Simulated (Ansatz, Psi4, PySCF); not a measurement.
H₄NSi (SMILES [NH][SiH3]), doublet, geometry from GFN2-xTB. Base run: MP2/6-31G** (PySCF).

Here is a job for PySCF.
```python
from pyscf import gto, scf, mp

mol = gto.Mole()
mol.atom = '''
    N     1.07284404   -0.47233394   -0.03757332
    Si   -0.46623376    0.17659403    0.02505938
    H     1.90814349    0.00985181   -0.32564380
    H    -0.91969709   -0.03779712    1.41254787
    H    -1.29533293   -0.71428448   -0.80899513
    H    -0.67574904    1.57625096   -0.36572701
'''
mol.basis = '6-31g**'
mol.spin = 1
mol.verbose = 4
mol.build()

mf = scf.UHF(mol)
mf.kernel()

pt = mp.MP2(mf)
pt.kernel()
print('E(MP2) = %.10f' % pt.e_tot)
```

The same geometry, method and basis name were run in Ansatz (an electronic-structure program) and Psi4 and PySCF, at each program's defaults and at the settings that a row names. The base is PySCF at its defaults. Differences at the defaults can come from grids, fitting, cores and function types together.

```json
[
 {"code and settings": "PySCF, defaults (exact integrals, spherical functions, all electrons correlated)", "ΔE vs base (mEh)": "0.000", "basis functions": "52", "E (Eh)": "-345.89275", "SCF cycles": "11"},
 {"code and settings": "Psi4, defaults (density fitting with its default set, Cartesian functions, all electrons correlated)", "ΔE vs base (mEh)": "-8.078", "basis functions": "54", "E (Eh)": "-345.90082", "SCF cycles": "14"},
 {"code and settings": "Ansatz, defaults (factorised integrals, Cartesian functions, frozen core)", "ΔE vs base (mEh)": "6.711", "basis functions": "54", "E (Eh)": "-345.88604", "SCF cycles": "-"},
 {"code and settings": "PySCF, frozen core", "ΔE vs base (mEh)": "9.948", "basis functions": "52", "E (Eh)": "-345.88280", "SCF cycles": "11"},
 {"code and settings": "Psi4, exact integrals, spherical functions, frozen core", "ΔE vs base (mEh)": "9.948", "basis functions": "52", "E (Eh)": "-345.88280", "SCF cycles": "14"},
 {"code and settings": "Ansatz, high accuracy, frozen core, Cartesian functions as the basis file defines them", "ΔE vs base (mEh)": "6.708", "basis functions": "54", "E (Eh)": "-345.88604", "SCF cycles": "-"}
]
```

Open shells are given as the SCF converged; they aren't shown to be the lowest states, and a large step between rows can be another state.
